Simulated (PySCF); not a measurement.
C5H13O3Si (cation, charge +1), SMILES C=C[Si](OC)(OC)[OH+]C, singlet at its GFN2-xTB optimised geometry (Å):

```
22

C     -2.2379     2.0328    -0.9912
C     -1.6098     1.4096     0.0000
Si    -1.0835    -0.3831     0.0000
O     -1.0791    -1.2229     1.3600
C     -2.0705    -1.6615     2.2713
O     -1.4293    -1.0282    -1.4053
C     -1.6438    -2.2941    -2.0098
O      0.7675    -0.3831     0.0000
C      1.5448     0.3692    -0.9318
H     -2.4902     1.5296    -1.9089
H     -2.5215     3.0698    -0.9174
H     -1.3971     1.9737     0.9016
H     -1.5887    -2.3511     2.9625
H     -2.8797    -2.1690     1.7486
H     -2.4742    -0.8117     2.8200
H     -0.7785    -2.5401    -2.6249
H     -1.7916    -3.0698    -1.2609
H     -2.5287    -2.2148    -2.6401
H      1.2033    -0.4638     0.8605
H      1.0115     0.3503    -1.8783
H      1.6602     1.4025    -0.6053
H      2.5215    -0.0973    -1.0540
```

Calculation: PBE0/def2-SVP (PySCF). Cells within 0.4 Å of a nucleus heavier than hydrogen are left out (blank, or x).

Map of the electron localisation function on the plane z = 0.0 Å:

```
|0000000000000000000000000000000|
|0000000000000000000000000000000|
|0000000000000000000000000000000|
|0000000000000000000000000000000|
|0000000331000000000000000000000|
|0000003673000000000000000000000|
|0000003673000000000000000000000|
|0000002442000000000000000000000|
|0000001221122210000563000000000|
|0000012345555420006999500000000|
|0000135687426530009999710000000|
|0000156787xx4640007999610000000|
|0000146676xx7730003898300000000|
|0000024567899830111454100000000|
|0000001247983334775322221000000|
|000000012421x2188x7511354000000|
|00000000120xxx087xx610154000000|
|000000000102x3078x8610022000000|
|0000000001210013888510000000000|
|0000000000122101476300000000000|
|0000000000001000033100000000000|
|0000000000000000000000000000000|
|0000000000000000000000000000000|
|0000000000000000000000000000000|
|0000000000210000000000000000000|
|0000000000210000000000000000000|
|0000000000000000000000000000000|
|0000000000000000000000000000000|
|0000000000000000000000000000000|
|0000000000000000000000000000000|
|0000000000000000000000000000000|
```
Scale: ten equal steps from 0.000 (start of '0') to 0.994 (end of '9'), in the order '0123456789'; x runs from -5.50 to 5.50, y from -5.50 (bottom) to 5.50 (top).
